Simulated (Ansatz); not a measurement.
Consider the ligand exchange at the Al–C bond: `N[CH2][Al]([OH])[OH]` + H₂Se → `[OH][Al]([OH])[SeH]` + CH₃NH₂.

Calculated with Ansatz (gas phase, PBE0-D4/def2-TZVP geometries, no zero-point term in ΔE). CCSD(T)/CBS is the MP2 limit (def2-TZVPP, def2-QZVPP) plus CCSD(T) − MP2 in def2-TZVPP, frozen cores. Functionals use def2-TZVPP. B3LYP here is the variant with VWN-RPA as its local correlation; programs differ in this. For Se outer-core shells are correlated without core-valence functions, which leaves a few kJ/mol of doubt a bond. Scalar relativity is left out up to krypton. One conformer a species, not always the lowest.

```csv
level,ΔE (kcal/mol)
PBE-D4,-30.6
B3LYP-D4,-31.1
ωB97X-V,-31.2
B2PLYP,-32.0
HF/def2-TZVPP,-35.4
CCSD/def2-TZVPP,-32.1
HF/CBS(def2),-35.2
CCSD/CBS(def2),-32.7
```

(1) What does CCSD(T)/CBS give? (Best estimate.)

Largest T1 diagnostic among the species: 0.012.

## Answers

(1) Computed: -32.4 kcal/mol. The listed levels differ from it by 1.8, 1.3, 1.2, 0.4, -3.0, 0.3, -2.8, -0.3 kcal/mol.

From PBE to PBE0 (25 % exact exchange), in def2-TZVPP and without D4, ΔE moves by −1.5 kcal/mol. In def2-TZVPP, CCSD(T) changes the Hartree–Fock value by +3.6 kcal/mol (the triples alone add +0.3 kcal/mol) and MP2 by +2.4 kcal/mol.
